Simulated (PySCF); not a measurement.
How good is the calculation?

Cartesian coordinates in Å; atom numbers follow the order of the lines, from 1:
```xyz
14

C    -0.207   -1.671   -0.897
Si   -0.304   -0.285    0.406
C    -1.616    1.009   -0.081
Cl   -0.839   -1.106    2.184
Si    1.783    0.759    0.585
Cl    1.818    2.271    1.940
Cl    3.285   -0.511    1.091
Cl    2.300    1.578   -1.206
H    -1.161   -2.179   -1.010
H     0.529   -2.421   -0.620
H     0.073   -1.278   -1.869
H    -1.376    1.472   -1.034
H    -2.602    0.562   -0.171
H    -1.684    1.800    0.660
```

Measured values that the calculation should reproduce: δ 29Si Si2 15.7; Si5 7.8 ppm (measured; solution; U. Herzog, Habilitationsschrift, TU Bergakademie Freiberg, 2002/2003).

[PySCF 2.14.0 with density-fitted response routines: geometry from GFN2-xTB; NMR shieldings at PBE0/pcSseg-1/GIAO; in vacuum; one computed conformer; no relativistic terms; fast rotation and ring inversion assumed for equivalent nuclei]

Task: Set the calculated values beside the experiment.

Result: 
Reference values: measured (solution; U. Herzog, Habilitationsschrift, TU Bergakademie Freiberg, 2002/2003).
```
atoms       quantity  reference  computed  computed, scaled
  Si2  δ 29Si vs TMS       15.7      15.9               6.0
  Si5  δ 29Si vs TMS        7.8      29.5              17.2
```

Computed shifts are σ(ref) − σ with the named reference compound (TMS for H and C) calculated as an isolated molecule at the same level. The measured values may be among those fitted. Shieldings were converted by a linear fit to measured shifts: 29Si: δ = 279.94 − 0.822σ (rms 8.9 ppm, 72 shifts, 25.8 ppm with the 6 outliers that the fit left out vs TMS, solution or neat liquid). A few per cent of atoms miss by over 2 rms, more outside the fitted compound classes.

Task: How far are the unscaled 29Si shifts from the references?

Result: Mean signed difference +10.95 ppm, mean absolute 10.95 ppm over 2 comparisons; the largest is +21.7 ppm at Si5 (silicon bonded to 3 Cl, Si).
